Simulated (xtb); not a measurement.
xtb input (GFN2-xTB):

```bash
xtb mol.xyz --gfn 2 --sp --chrg -1 --uhf 0
```
mol.xyz:
```
5

B     -0.00000000    -0.00000000    -0.00000000
H     -0.78294691    -0.83263902    -0.47144604
H      0.17161806    -0.23031944     1.20252034
H     -0.47175219     1.13430514    -0.13912829
H      1.08308104    -0.07134667    -0.59194601
```

Output:

```
           -------------------------------------------------
          |                Calculation Setup                |
           -------------------------------------------------

           -------------------------------------------------
          |                 G F N 2 - x T B                 |
           -------------------------------------------------

        Reference                      10.1021/acs.jctc.8b01176
      * Hamiltonian:
        H0-scaling (s, p, d)           1.850000    2.230000    2.230000
        zeta-weighting                 0.500000
      * Dispersion:
        s8                             2.700000
        a1                             0.520000
        a2                             5.000000
        s9                             5.000000
      * Repulsion:
        kExp                           1.500000    1.000000
        rExp                           1.000000
      * Coulomb:
        alpha                          2.000000
        third order                    shell-resolved
        anisotropic                    true
        a3                             3.000000
        a5                             4.000000
        cn-shift                       1.200000
        cn-exp                         4.000000
        max-rad                        5.000000

          ...................................................
          :                      SETUP                      :
          :.................................................:
          :  # basis functions                   8          :
          :  # atomic orbitals                   8          :
          :  # shells                            6          :
          :  # electrons                         8          :
          :  max. iterations                   250          :
          :  Hamiltonian                  GFN2-xTB          :
          :  restarted?                      false          :
          :  GBSA solvation                  false          :
          :  PC potential                    false          :
          :  electronic temp.          300.0000000     K    :
          :  accuracy                    1.0000000          :
          :  -> integral cutoff          0.2500000E+02      :
          :  -> integral neglect         0.1000000E-07      :
          :  -> SCF convergence          0.1000000E-05 Eh   :
          :  -> wf. convergence          0.1000000E-03 e    :
          :  Broyden damping             0.4000000          :
          :  net charge                         -1          :
          :  unpaired electrons                  0          :
          ...................................................

 iter      E             dE          RMSdq      gap      omega  full diag
   1     -3.0907645 -0.309076E+01  0.117E+01   20.14       0.0  T
   2     -3.4659354 -0.375171E+00  0.640E+00   16.64       1.0  T
   3     -3.4702538 -0.431837E-02  0.339E+00   16.73       1.0  T
   4     -3.4693618  0.892023E-03  0.115E+00   16.48       1.0  T
   5     -3.4510492  0.183126E-01  0.214E+00   16.33       1.0  T
   6     -3.4759720 -0.249228E-01  0.309E-01   16.72       1.0  T
   7     -3.4764254 -0.453427E-03  0.424E-02   16.67       1.1  T
   8     -3.4764270 -0.159571E-05  0.191E-02   16.67       2.3  T
   9     -3.4764269  0.112718E-06  0.180E-02   16.67       2.5  T
  10     -3.4764286 -0.170734E-05  0.698E-04   16.67      64.1  T
  11     -3.4764286 -0.675818E-09  0.324E-05   16.67    1382.2  T
  12     -3.4764286 -0.558931E-11  0.435E-07   16.67  100000.0  T

   *** convergence criteria satisfied after 12 iterations ***

         #    Occupation            Energy/Eh            Energy/eV
      -------------------------------------------------------------
         1        2.0000           -0.2354754              -6.4076
         2        2.0000           -0.1500498              -4.0831
         3        2.0000           -0.1500498              -4.0831
         4        2.0000           -0.1500498              -4.0831 (HOMO)
         5                          0.4627096              12.5910 (LUMO)
         6                          0.4627096              12.5910
         7                          0.4627096              12.5910
         8                          0.6386410              17.3783
      -------------------------------------------------------------
                  HL-Gap            0.6127593 Eh           16.6740 eV
             Fermi-level            0.1563299 Eh            4.2540 eV

 SCC (total)                   0 d,  0 h,  0 min,  0.003 sec
 SCC setup                      ...        0 min,  0.000 sec (  4.794%)
 Dispersion                     ...        0 min,  0.000 sec (  2.128%)
 classical contributions        ...        0 min,  0.000 sec (  1.107%)
 integral evaluation            ...        0 min,  0.000 sec (  8.751%)
 iterations                     ...        0 min,  0.002 sec ( 62.034%)
 molecular gradient             ...        0 min,  0.000 sec ( 14.408%)
 printout                       ...        0 min,  0.000 sec (  6.079%)

         :::::::::::::::::::::::::::::::::::::::::::::::::::::
         ::                     SUMMARY                     ::
         :::::::::::::::::::::::::::::::::::::::::::::::::::::
         :: total energy              -3.449151671940 Eh    ::
         :: gradient norm              0.005336237264 Eh/a0 ::
         :: HOMO-LUMO gap             16.674029720835 eV    ::
         ::.................................................::
         :: SCC energy                -3.476428585946 Eh    ::
         :: -> isotropic ES            0.169429241448 Eh    ::
         :: -> anisotropic ES          0.013593549009 Eh    ::
         :: -> anisotropic XC          0.002332025133 Eh    ::
         :: -> dispersion             -0.003567497884 Eh    ::
         :: repulsion energy           0.027276914006 Eh    ::
         :: add. restraining           0.000000000000 Eh    ::
         :: total charge              -1.000000000000 e     ::
         :::::::::::::::::::::::::::::::::::::::::::::::::::::

           -------------------------------------------------
          |                Property Printout                |
           -------------------------------------------------

    * Orbital Energies and Occupations

         #    Occupation            Energy/Eh            Energy/eV
      -------------------------------------------------------------
         1        2.0000           -0.2354754              -6.4076
         2        2.0000           -0.1500498              -4.0831
         3        2.0000           -0.1500498              -4.0831
         4        2.0000           -0.1500498              -4.0831 (HOMO)
         5                          0.4627096              12.5910 (LUMO)
         6                          0.4627096              12.5910
         7                          0.4627096              12.5910
         8                          0.6386410              17.3783
      -------------------------------------------------------------
                  HL-Gap            0.6127593 Eh           16.6740 eV
             Fermi-level            0.1563299 Eh            4.2540 eV

     #   Z          covCN         q      C6AA      α(0)
     1   5 B        3.613     0.255    18.054     6.953
     2   1 H        0.903    -0.314    25.127     7.842
     3   1 H        0.903    -0.314    25.127     7.842
     4   1 H        0.903    -0.314    25.127     7.842
     5   1 H        0.903    -0.314    25.127     7.842

 Mol. C6AA /au·bohr⁶  :        590.369219
 Mol. C8AA /au·bohr⁸  :       9316.528445
 Mol. α(0) /au        :         38.322539

Wiberg/Mayer (AO) data.
largest (>0.10) Wiberg bond orders for each atom

 ---------------------------------------------------------------------------
Note: The following floating-point exceptions are signalling: IEEE_DENORMAL
normal termination of xtb
     #   Z sym  total        # sym  WBO       # sym  WBO       # sym  WBO
 ---------------------------------------------------------------------------
     1   5 B    3.581 --     4 H    0.895     5 H    0.895     2 H    0.895
                             3 H    0.895
     2   1 H    0.902 --     1 B    0.895
     3   1 H    0.902 --     1 B    0.895
     4   1 H    0.902 --     1 B    0.895
     5   1 H    0.902 --     1 B    0.895
 ---------------------------------------------------------------------------

Topologies differ in total number of bonds
Writing topology from bond orders to xtbtopo.mol

molecular dipole:
                 x           y           z       tot (Debye)
 q only:        0.000      -0.000      -0.000
   full:        0.000      -0.000      -0.000       0.000
molecular quadrupole (traceless):
                xx          xy          yy          xz          yz          zz
 q only:       -0.000      -0.000       0.000      -0.000       0.000      -0.000
  q+dip:        0.000      -0.000       0.000      -0.000       0.000      -0.000
   full:       -0.000      -0.000       0.000      -0.000       0.000      -0.000

           -------------------------------------------------
          | TOTAL ENERGY               -3.449151671940 Eh   |
          | GRADIENT NORM               0.005336237264 Eh/α |
          | HOMO-LUMO GAP              16.674029720835 eV   |
           -------------------------------------------------

------------------------------------------------------------------------
------------------------------------------------------------------------
 total:
 SCF:
```
